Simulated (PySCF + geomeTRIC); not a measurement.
All values below come from PBE0-D4/def2-TZVP (PySCF + geomeTRIC). fastk is a local helper that only speeds up exchange builds. No frequencies were computed at this level.

```python
import json, numpy as np
from pyscf import gto, dft
from fastk import lowrank_exchange
atoms = """
O      1.085206    -0.101332     0.379191
Si    -0.535908     0.008657     0.403594
H      1.598231    -0.080317    -0.430509
H     -0.990150     1.301141    -0.090981
H     -1.157378    -1.128150    -0.261295
"""
def scf(charge, spin, dm0=None):
    mol = gto.M(atom=atoms, basis='def2-tzvp', ecp={}, charge=charge, spin=spin, verbose=3, max_memory=5040)
    mf = dft.KS(mol, xc='pbe0').density_fit(auxbasis="def2-universal-jkfit")
    mf.disp = 'd4'
    mf.grids.level = 3
    mf.conv_tol = 1e-8
    mf.max_cycle = 60
    mf.kernel(dm0)
    if not mf.converged:
        mf = mf.newton().run(mf.mo_coeff, mf.mo_occ).undo_soscf()
    return mf
mf = scf(0, 1)
lowrank_exchange(mf)  # same exchange matrices as the stock routine, built faster for response steps
mo, _, stable, _ = mf.stability(return_status=True)
if not stable:
    mf.kernel(mf.make_rdm1(mo, mf.mo_occ))
del mf.get_jk
from pyscf.geomopt.geometric_solver import kernel as optimize
path = []
done, mol = optimize(mf, maxsteps=80, assert_convergence=False, callback=lambda env: path.append((env["energy"], bool(env["g_scanner"].converged))))
res = dict(converged=bool(done and path[-1][1]), energy=path[-1][0], path=[e for e, c in path], xyz=mol.atom_coords(unit="Angstrom").tolist(), nao=mol.nao)
json.dump(res, open("result.json", "w"))
```

Output:

```
converged SCF energy = -366.336555297801  <S^2> = 0.75205945  2S+1 = 2.0020584
<class 'pyscf.df.df_jk.DFUKS'> wavefunction is stable in the internal stability analysis
Geometry optimization cycle 1
converged SCF energy = -366.336555297713  <S^2> = 0.7520595  2S+1 = 2.0020584
cycle 1: E = -366.336555298  dE = -366.337  norm(grad) = 0.0282671
Geometry optimization cycle 2
converged SCF energy = -366.338025535898  <S^2> = 0.75197109  2S+1 = 2.0019701
cycle 2: E = -366.338025536  dE = -0.00147024  norm(grad) = 0.00517331
Geometry optimization cycle 3
converged SCF energy = -366.338117731785  <S^2> = 0.75197256  2S+1 = 2.0019716
cycle 3: E = -366.338117732  dE = -9.21959e-05  norm(grad) = 0.00237852
Geometry optimization cycle 4
converged SCF energy = -366.338142809561  <S^2> = 0.75196165  2S+1 = 2.0019607
cycle 4: E = -366.33814281  dE = -2.50778e-05  norm(grad) = 0.0013412
Geometry optimization cycle 5
converged SCF energy = -366.338148396885  <S^2> = 0.75196436  2S+1 = 2.0019634
cycle 5: E = -366.338148397  dE = -5.58732e-06  norm(grad) = 0.000515994
Geometry optimization cycle 6
converged SCF energy = -366.338149618764  <S^2> = 0.75196482  2S+1 = 2.0019639
cycle 6: E = -366.338149619  dE = -1.22188e-06  norm(grad) = 0.000207073
Geometry optimization cycle 7
converged SCF energy = -366.338149681423  <S^2> = 0.7519649  2S+1 = 2.0019639
cycle 7: E = -366.338149681  dE = -6.2659e-08  norm(grad) = 6.00454e-05
<class 'geometric.internal.Distance'> : 4
<class 'geometric.internal.Angle'> : 4
<class 'geometric.internal.Dihedral'> : 2
<class 'geometric.internal.TranslationX'> : 1
<class 'geometric.internal.TranslationY'> : 1
<class 'geometric.internal.TranslationZ'> : 1
<class 'geometric.internal.RotationA'> : 1
<class 'geometric.internal.RotationB'> : 1
<class 'geometric.internal.RotationC'> : 1
Step    0 : Gradient = 1.264e-02/1.512e-02 (rms/max) Energy = -366.3365552977
Step    1 : Displace = 2.481e-02/3.864e-02 (rms/max) Trust = 1.000e-01 (=) Grad = 2.314e-03/4.577e-03 (rms/max) E (change) = -366.3380255359 (-1.470e-03) Quality = 1.083
Step    2 : Displace = 8.985e-03/1.262e-02 (rms/max) Trust = 1.414e-01 (+) Grad = 1.064e-03/1.678e-03 (rms/max) E (change) = -366.3381177318 (-9.220e-05) Quality = 1.230
Step    3 : Displace = 8.172e-03/1.138e-02 (rms/max) Trust = 2.000e-01 (+) Grad = 5.998e-04/9.507e-04 (rms/max) E (change) = -366.3381428096 (-2.508e-05) Quality = 1.050
Step    4 : Displace = 2.239e-03/3.602e-03 (rms/max) Trust = 2.828e-01 (+) Grad = 2.308e-04/4.040e-04 (rms/max) E (change) = -366.3381483969 (-5.587e-06) Quality = 1.268
Step    5 : Displace = 1.780e-03/2.566e-03 (rms/max) Trust = 3.000e-01 (+) Grad = 9.261e-05/1.497e-04 (rms/max) E (change) = -366.3381496188 (-1.222e-06) Quality = 1.116
Step    6 : Displace = 3.003e-04/4.115e-04 (rms/max) Trust = 3.000e-01 (=) Grad = 2.685e-05/4.108e-05 (rms/max) E (change) = -366.3381496814 (-6.266e-08) Quality = 1.112
Converged! =D
```

Cost: roughly 80 core-seconds.
